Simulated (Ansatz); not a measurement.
diindium oxide (In2O), SMILES [In][O][In] (connectivity only; charge and spin as stated), neutral, multiplicity 1.

Geometry optimised at B3LYP-D3(BJ)/def2-TZVP. The def2 effective core potentials stand for the cores of In; spin–orbit coupling is left out.

Two levels are set side by side: PBE/def2-SVPD (Ansatz, a quantum-chemistry and plane-wave program) and PBE0/def2-SVPD (Ansatz). Energy differences of separate SCF runs at the same geometry; the states with an electron removed or added have multiplicity 2 and 2. Differences are taken from unrounded values.

```tsv
quantity	PBE0
vertical ionisation energy (eV)	7.59
vertical singlet–triplet gap (eV)	3.17
```

Task: What does PBE give, and how far is it from PBE0? (Estimate from the structure and the level; the computed values follow.)

Result: 
| quantity | PBE | PBE minus PBE0 |
|---|---|---|
| vertical ionisation energy (eV) | 7.56 | -0.03 |
| vertical singlet–triplet gap (eV) | 3.05 | -0.13 |
